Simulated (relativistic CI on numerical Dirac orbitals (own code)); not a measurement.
## Hyperfine structure of Rb22+, mass number 85

Computed by Dirac-Coulomb-Breit CI, orbitals from a KLI potential per configuration, model QED, unscaled Slater integrals (own radial code, finite nucleus).

Configuration list (outside the closed core [Ne]): 3s2 3p3, 3s 3p4, 3s2 3p2 3d, 3p5, 3s 3p3 3d, 3p4 3d, 3s 3p2 3d2, 3s2 3p 3d 4p, 3p4 4s, 3s2 3p2 4s, 3s 3p2 3d 4s, 3p4 4p, 3s2 3p2 4p, 3s2 3p 3d2, 3s2 3d3, 3s 3p 3d3, 3s2 3d2 4s, 3s2 3d2 4p, 3p3 3d2, 3p2 3d3, 3p2 3d2 4s, 3p2 3d2 4p, 3s2 3p 3d 4s, 3s 3p 3d2 4s, 3s2 3d 4s2, 3s2 3d 4s 4p. Double excitations out of closed p, d and f shells are left out; levels of such configurations are missing from the list, as are those of other unlisted configurations, and high levels can miss mixing partners.

Nuclear spin I = 5/2, μ = 1.35306 μN, Q = 0.276 b (tables of Stone and Pyykkö). The electronic factors are computed for point nuclear moments, without core polarisation or the Bohr-Weisskopf and QED corrections.

| Level | E (eV) | A (MHz) | B (MHz) |
| --- | --- | --- | --- |
| 3s2 3p3 2D°_3/2 | 10.9496 | 4865 | 6660 |
| 3s2 3p3 2D°_5/2 | 14.9917 | 18510 | -36.5 |
| 3s2 3p3 2P°_1/2 | 20.9880 | 53180 |  |
| 3s2 3p3 2P°_3/2 | 30.2060 | 10420 | -10300 |
| 3s 3p4 4P_5/2 | 67.2805 | 38890 | 6130 |
| 3s 3p4 4P_3/2 | 74.4375 | 20970 | -6660 |
| 3s 3p4 4P_1/2 | 76.1065 | 96830 |  |
| 3s 3p4 2D_5/2 | 87.8660 | 42240 | -14700 |

Levels with J = 0, under 50 % of one LS term, or S terms without an open s electron are left out. Small factors come from cancelling terms and can be off by tens of per cent or more.

At this charge energies of transitions that change n are usually good to better than 1 %, and those within a shell (Δn = 0) to a few per cent.

Give the hyperfine levels of 3s2 3p3 2D°_5/2 relative to its centre of gravity.

With K = F(F + 1) − I(I + 1) − J(J + 1), E = AK/2 + B[¾K(K + 1) − I(I + 1)J(J + 1)]/[2I(2I − 1)J(2J − 1)]: F = 0: -162000, F = 1: -143500, F = 2: -106400, F = 3: -50890, F = 4: 23150, F = 5: 115700 MHz.

LS names give the leading component of a level, which can be under half, so a name can repeat, a term be missing and a line seem to break the LS rules.
